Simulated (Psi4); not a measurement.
Process, species as SMILES: P#N (N-P) + H+ → P#[NH+]
B3LYP-D3(BJ)/def2-TZVP geometries, fixed; electronic energies without zero-point terms; positive where energy is released.

Effect of the treatment of two-electron integrals at PBE/cc-pV(T+d)Z with Psi4, against the last row, where the proton affinity is 196.00 kcal/mol. The proton sits at the site shown, which need not be the one that binds it best.

| setting | largest shift of a total energy (mEh) | shift of the proton affinity (kcal/mol) |
|---|---|---|
| scf_type: df | -0.009 | 0.002 |
| scf_type: cd | -0.033 | -0.001 |
| scf_type: pk | 0.000 | 0.000 |

Within 0.02 kcal/mol in the proton affinity: scf_type: df; scf_type: cd. The largest shift is 0.033 mEh in a total energy and 0.002 kcal/mol in the difference.
